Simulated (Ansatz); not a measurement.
Mulliken charges of AsFH4Sn (`[F][SnH2][AsH2]`) from r2SCAN/def2-TZVPP in Ansatz (PBE0-D4/def2-TZVP geometry).

| atom | x (Å) | y (Å) | z (Å) | charge (e) |
| --- | --- | --- | --- | --- |
| F1 | -2.369 | -0.090 | 0.350 | -0.500 |
| Sn2 | -0.666 | -0.060 | -0.558 | 0.829 |
| As3 | 1.057 | -0.500 | 1.327 | -0.100 |
| H4 | -0.763 | -1.337 | -1.686 | -0.121 |
| H5 | -0.632 | 1.480 | -1.293 | -0.118 |
| H6 | 1.263 | 0.995 | 1.528 | 0.009 |
| H7 | 2.171 | -0.556 | 0.285 | 0.001 |

Question: By hand: the dipole of these point charges (1 e Å = 4.8032 D).

Answer: Σ q r = (0.707, 0.041, -0.400) e Å, of length 0.813 e Å = 3.91 D.

Question: How does the dipole of the full density compare? (Best estimate.)

Answer: The calculation gave: (0.546, 0.053, -0.232) e Å, 2.86 D; the point charges give 1.37 times that, at 7° from its direction.

Point charges leave out the atoms' own dipoles, such as those of lone pairs, and Mulliken's split depends on the basis, so the two needn't agree.
